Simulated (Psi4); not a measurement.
H2OSi, triplet, at a GFN2-xTB geometry (a higher spin typed on purpose: for a closed-shell molecule this is an excited state). Base run: HF/def2-SV(P) (Psi4).

Here is a job for Psi4.
```
memory 2 GB

molecule {
0 3
  Si    0.06957115   -0.44374148    0.00392664
  O    -0.17058125    1.08800809   -0.00962772
  H    -0.99443389   -1.43247912   -0.00059018
  H     1.38508776   -1.05920486    0.02263895
}

set basis def2-sv(p)
set reference uhf

energy('scf')
print_variables()
```

The base run was repeated with changes; each row names its change, and settings that it needs were set with it.

```csv
change,ΔE vs base (µEh),SCF cycles,basis functions
base,0.0,11,36
e_convergence = 1e-10,0.0,14,36
guess = huckel,0.0,11,36
diis_max_vecs = 3,0.0,13,36
guess = sap,0.0,11,36
d_convergence = 1e-4,0.0,11,36
guess = gwh,0.1,21,36
puream = false,-6173,11,38
d_convergence = 1e-8,0.0,15,36
scf_type = dfdirj+link,-121,11,36
puream = true,0.0,11,36
guess = modhuckel,0.0,11,36
cholesky_tolerance = 1e-3 (with scf_type cd),695,11,36
```

Open shells are given as the SCF converged; they aren't shown to be the lowest states, and a large step between rows can be another state.
